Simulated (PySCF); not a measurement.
## Re (rhenium, neutral): UHF calculation

Configuration: [Xe] 4f14 5d4 6s2 6p1, one real determinant (an excited configuration). Computed with PySCF 2.14 in aug-cc-pwCVTZ-PP with ECP60MDF (8s8p7d4f3g, 122 functions), with a scalar-relativistic core potential.

```json
{
 "Total energy": "-77.648810 hartree",
 "One-electron energy": "-131.0393 hartree",
 "Hartree (Coulomb) energy": "61.0378 hartree",
 "Exchange energy": "-7.6473 hartree",
 "⟨S²⟩": "8.7925",
 "⟨L²⟩": "8.303",
 "Sum of ⟨r⟩": "26.93 bohr",
 "Sum of ⟨r²⟩": "68.43 bohr²",
 "Traceless quadrupole moment −½Σ⟨3z² − r²⟩ along its main axis": "-8.22 e·bohr²",
 "Time after the integrals": "roughly 6 core-seconds"
}
```

```tsv
shell	electrons	mean orbital energy (eV)	spread (eV)	rms radius, mean of both spins (bohr)
5s α	1	-106.81	0	1.12
5s β	1	-101.79	0	1.12
5p α	3	-64.550	1.149	1.30
5p β	3	-57.304	0.996	1.30
5d α	4	-15.370	0.548	1.92
6s α	1	-11.395	0	3.29
6s β	1	-7.931	0	3.29
6p α	1	-5.137	0	4.41
```

⟨L²⟩ = 8.30 against 12 for a pure F term, so this real determinant mixes terms. Energies and moments cover only the electrons outside the core potential. Spin-orbit coupling, absent here, splits the open shell strongly.
